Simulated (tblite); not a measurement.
C₇H₁₀GaN.
Numbering: `[CH:1]#[C:2][Ga@@H-:3]([N+:4]#[C:5][CH3:6])[C:7](=[CH2:8])[CH3:9]` (hydrogens: H10 on C1; H11 on Ga3; H12, H13, H14 on C6; H15, H16 on C8; H17, H18, H19 on C9)
Bond orders are those of one Lewis drawing.

Computed with GFN2-xTB (tblite), gas phase: L-BFGS steps from a force-field or distance-geometry start until the largest atomic force falls under 0.01 eV/Å.

Step 104: E = -654.3350 eV
```
atom  x, y, z in Å  |  force x, y, z in eV/Å
C1     -1.0167    3.4712    0.5814    0.017   0.001  -0.004
C2     -0.5331    2.3699    0.7092   -0.014   0.025   0.009
Ga3     0.4128    0.7074    1.1467    0.017   0.022   0.009
N4     -1.2321   -0.4983    0.7784   -0.045  -0.025  -0.023
C5     -2.0930   -0.8961    0.1310    0.045   0.007   0.027
C6     -3.1621   -1.4095   -0.6590    0.015  -0.014   0.010
C7      1.7518   -0.0873   -0.1343    0.011   0.011  -0.008
C8      1.7464    0.2265   -1.4259   -0.015  -0.026   0.001
C9      2.7689   -1.0289    0.4510   -0.010  -0.019   0.012
H10    -1.4458    4.4286    0.4527   -0.004  -0.038  -0.017
H11     0.5777    0.4150    2.6622   -0.009  -0.016  -0.004
H12    -2.7670   -2.1056   -1.3991    0.008   0.010  -0.005
H13    -3.6572   -0.5826   -1.1677   -0.015  -0.004   0.001
H14    -3.8778   -1.9295   -0.0215   -0.002   0.023  -0.001
H15     1.0102    0.9116   -1.8301    0.001   0.007   0.019
H16     2.4582   -0.1733   -2.1405    0.020   0.012   0.023
H17     3.5768   -1.2534   -0.2478   -0.028  -0.010   0.006
H18     2.2817   -1.9636    0.7443    0.001   0.023  -0.029
H19     3.1903   -0.5928    1.3618    0.010   0.011  -0.025
```

Step 105: E = -654.3354 eV
```
atom  x, y, z in Å  |  force x, y, z in eV/Å
C1     -1.0250    3.4668    0.5753    0.012   0.001  -0.008
C2     -0.5360    2.3689    0.7104   -0.014   0.023   0.007
Ga3     0.4154    0.7096    1.1507    0.024   0.024   0.009
N4     -1.2256   -0.5037    0.7863   -0.049  -0.017  -0.029
C5     -2.0875   -0.8944    0.1358    0.035  -0.005   0.048
C6     -3.1567   -1.4043   -0.6566    0.029   0.002   0.006
C7      1.7523   -0.0858   -0.1333    0.009   0.010  -0.008
C8      1.7451    0.2280   -1.4250   -0.015  -0.015   0.011
C9      2.7658   -1.0338    0.4485   -0.013  -0.019   0.005
H10    -1.4606    4.4205    0.4393    0.001  -0.041  -0.012
H11     0.5838    0.4219    2.6672   -0.008  -0.017  -0.011
H12    -2.7576   -2.0970   -1.3971    0.001  -0.005  -0.020
H13    -3.6482   -0.5750   -1.1648   -0.020  -0.004   0.000
H14    -3.8757   -1.9261   -0.0244    0.007   0.027   0.003
H15     1.0114    0.9173   -1.8270   -0.001   0.006   0.019
H16     2.4544   -0.1729   -2.1411    0.022   0.007   0.020
H17     3.5770   -1.2533   -0.2480   -0.034  -0.012   0.005
H18     2.2746   -1.9695    0.7310    0.001   0.011  -0.030
H19     3.1833   -0.6080    1.3654    0.014   0.023  -0.015
```

**Question.** Estimate the geometry and energy of step 106. (The exact step hangs on the optimiser's Hessian estimate; all steps are aligned on step 105, rigid shifts and turns removed.)

**Answer.** E = -654.3359 eV, largest force 0.070 eV/Å
```
atom  x, y, z in Å  |  force x, y, z in eV/Å
C1     -1.0352    3.4614    0.5675    0.014  -0.019  -0.009
C2     -0.5386    2.3678    0.7098   -0.012   0.020   0.006
Ga3     0.4187    0.7127    1.1548    0.026   0.020   0.005
N4     -1.2205   -0.5077    0.7975   -0.037  -0.002  -0.027
C5     -2.0819   -0.8911    0.1421    0.020  -0.017   0.065
C6     -3.1497   -1.3976   -0.6539    0.036   0.014  -0.006
C7      1.7524   -0.0857   -0.1319    0.006   0.006   0.001
C8      1.7433    0.2294   -1.4231   -0.008   0.002   0.010
C9      2.7623   -1.0404    0.4453   -0.009  -0.005   0.002
H10    -1.4792    4.4094    0.4243   -0.002  -0.021  -0.012
H11     0.5896    0.4299    2.6719   -0.006  -0.016  -0.010
H12    -2.7453   -2.0866   -1.3947   -0.010  -0.018  -0.031
H13    -3.6390   -0.5669   -1.1619   -0.020   0.000  -0.003
H14    -3.8722   -1.9210   -0.0274    0.014   0.023   0.009
H15     1.0123    0.9239   -1.8216    0.000   0.000   0.016
H16     2.4513   -0.1712   -2.1407    0.014   0.004   0.019
H17     3.5770   -1.2535   -0.2489   -0.035  -0.013  -0.001
H18     2.2687   -1.9779    0.7148   -0.005  -0.006  -0.025
H19     3.1761   -0.6257    1.3686    0.013   0.030  -0.008
```

The energy changes by -0.0005 eV. The first-order estimate −F·Δx gives -0.0007 eV and the mean of the old and new forces, exact on a quadratic surface, -0.0005 eV. The step makes an angle of 85° with the force vector and moves no atom by more than 0.026 Å.

What follows is the cost of the whole relaxation. On an Arm Neoverse N1 with one thread, no GPU, shared host with 64 logical CPUs at a one-minute load of 57, this took 2.3 s of wall time.
